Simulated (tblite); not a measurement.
Start geometry of `CC(=S)C1=NC=CN=C1F` from a force field or distance geometry (Å):
```
atom  x, y, z in Å
C1    -2.4896    0.3366   -0.3678
C2    -1.4683   -0.4045    0.3876
S3    -1.9089   -1.5421    1.4930
C4    -0.0305   -0.1778    0.2132
N5     0.5007    1.0464    0.3874
C6     1.8220    1.2107    0.2066
C7     2.6619    0.1473   -0.1291
N8     2.0988   -1.0679   -0.2703
C9     0.7869   -1.2664   -0.1102
F10    0.1906   -2.4810   -0.2534
H11   -2.4931    1.3811    0.0591
H12   -2.1972    0.4075   -1.4394
H13   -3.5002   -0.1008   -0.2718
H14    2.3027    2.1929    0.3252
H15    3.7199    0.3261   -0.2519
```

Task: What comes out of this run: GFN2-xTB geometry optimisation, gas phase in tblite?

Result: 
```
atom  x, y, z in Å
C1    -2.397    0.517   -0.218
C2    -1.493   -0.552    0.281
S3    -2.048   -1.884    1.042
C4    -0.063   -0.322    0.105
N5     0.352    0.945    0.061
C6     1.645    1.201   -0.005
C7     2.584    0.178    0.008
N8     2.197   -1.087   -0.037
C9     0.910   -1.335   -0.016
F10    0.568   -2.609   -0.166
H11   -2.015    1.489    0.091
H12   -2.408    0.506   -1.309
H13   -3.408    0.363    0.149
H14    1.922    2.244   -0.048
H15    3.649    0.353    0.041
```

The energy falls by 0.460 eV over 83 L-BFGS steps, the largest force on an atom goes from 2.02 to 0.007 eV/Å, and the atoms move by 0.371 Å rms after alignment. The bond that changes most is C1–H11 (methyl carbon to methyl hydrogen), which shortens by 0.039 Å. Bonds longer at the end by more than 0.005 Å: 2 of 15; shorter: 12. Among the angles that change most is N8–C9–F10, from 123.4° to 115.6°. Among the dihedrals that turn most is C1–C2–C4–N5, from 57° to 27°. Rotational constants go from 2071, 921.8, 730.6 to 2037, 973.5, 694.9 MHz. The orientation of the end geometry is arbitrary; only internal coordinates are fixed.

On one thread, Arm Neoverse V2 (aarch64), on a shared host, this took 0.49 s.

Its GFN2-xTB frequencies are all real (lowest 36 cm⁻¹). One conformer, not necessarily the lowest.

The numbers are calculated, not measured.
